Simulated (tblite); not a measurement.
C3H9BrGeSi.
Atom-mapped SMILES: `[CH3:1]/[C:2]([Br:3])=[C:4](\[SiH3:5])[GeH3:6]` (hydrogens: H7, H8, H9 on C1; H10, H11, H12 on Si5; H13, H14, H15 on Ge6)

Computed with GFN2-xTB (tblite), gas phase: L-BFGS steps from a force-field or distance-geometry start until the largest atomic force falls under 0.01 eV/Å.

Step 129: E = -509.2692 eV
```
atom  x, y, z in Å  |  force x, y, z in eV/Å
C1      2.1732   -0.1682   -0.2297    0.048   0.013  -0.016
C2      0.8876    0.5719   -0.1257    0.050  -0.007  -0.070
Br3     1.1392    2.4918   -0.2613    0.009  -0.002   0.010
C4     -0.3385    0.1021    0.0315    0.006  -0.040   0.015
Si5    -0.6604   -1.7529    0.1898    0.047   0.001   0.116
Ge6    -1.8286    1.3711    0.0968    0.009  -0.026  -0.038
H7      2.8319    0.1167    0.5911    0.025   0.004   0.011
H8      2.6852    0.0835   -1.1611   -0.051   0.006   0.042
H9      2.0076   -1.2430   -0.1955   -0.016   0.030   0.002
H10    -2.0783   -1.9420    0.4651   -0.103  -0.012  -0.006
H11     0.1353   -2.2822    1.3008    0.006   0.000   0.043
H12    -0.2679   -2.4256   -1.0440    0.005  -0.036  -0.133
H13    -1.8799    2.1565   -1.1730   -0.035   0.037   0.005
H14    -3.1192    0.6247    0.2393    0.006  -0.002   0.007
H15    -1.6918    2.3037    1.2540   -0.006   0.034   0.011
```

Step 130: E = -509.2705 eV
```
atom  x, y, z in Å  |  force x, y, z in eV/Å
C1      2.1726   -0.1691   -0.2338    0.053   0.001  -0.008
C2      0.8878    0.5711   -0.1297   -0.001  -0.014  -0.038
Br3     1.1375    2.4906   -0.2633    0.015   0.003   0.007
C4     -0.3380    0.1005    0.0330    0.028  -0.018   0.005
Si5    -0.6581   -1.7547    0.1928   -0.006  -0.048   0.085
Ge6    -1.8271    1.3715    0.1005    0.000  -0.018  -0.035
H7      2.8337    0.1183    0.5846    0.018   0.000   0.004
H8      2.6810    0.0806   -1.1672   -0.036   0.002   0.030
H9      2.0059   -1.2440   -0.1959   -0.008   0.041   0.000
H10    -2.0850   -1.9450    0.4464   -0.006  -0.004  -0.017
H11     0.1266   -2.2768    1.3178   -0.021   0.010   0.008
H12    -0.2479   -2.4310   -1.0390   -0.015  -0.001  -0.056
H13    -1.8768    2.1643   -1.1648   -0.033   0.031  -0.001
H14    -3.1204    0.6280    0.2370    0.009  -0.006   0.008
H15    -1.6964    2.3036    1.2596    0.003   0.021   0.010
```

Q: Estimate the geometry and energy of step 131. (The exact step hangs on the optimiser's Hessian estimate; all steps are aligned on step 130, rigid shifts and turns removed.)

A: E = -509.2712 eV, largest force 0.073 eV/Å
```
atom  x, y, z in Å  |  force x, y, z in eV/Å
C1      2.1742   -0.1686   -0.2331    0.061  -0.012   0.004
C2      0.8885    0.5699   -0.1302    0.005  -0.015  -0.012
Br3     1.1356    2.4892   -0.2630    0.020   0.010   0.004
C4     -0.3366    0.0979    0.0327    0.004  -0.011   0.006
Si5    -0.6582   -1.7574    0.1942   -0.017  -0.044   0.030
Ge6    -1.8254    1.3710    0.1001   -0.001  -0.004  -0.026
H7      2.8420    0.1293    0.5781   -0.015  -0.013  -0.035
H8      2.6726    0.0738   -1.1740   -0.018  -0.009   0.039
H9      2.0088   -1.2442   -0.1831    0.005   0.073  -0.003
H10    -2.0868   -1.9462    0.4431    0.007  -0.003  -0.015
H11     0.1238   -2.2779    1.3205   -0.012   0.002   0.016
H12    -0.2484   -2.4330   -1.0409   -0.021   0.015  -0.016
H13    -1.8753    2.1742   -1.1588   -0.027   0.019  -0.007
H14    -3.1196    0.6283    0.2297    0.005  -0.010   0.010
H15    -1.6997    2.3015    1.2625    0.007   0.004   0.005
```

The energy changes by -0.0007 eV. The first-order estimate −F·Δx gives -0.0010 eV and the mean of the old and new forces, exact on a quadratic surface, -0.0007 eV. The step makes an angle of 78° with the force vector and moves no atom by more than 0.015 Å.

The cost below is that of the whole relaxation. The run took 1.2 s of wall time on an Arm Neoverse V1 with one thread, no GPU, shared host with 32 logical CPUs at a one-minute load of 9.2.
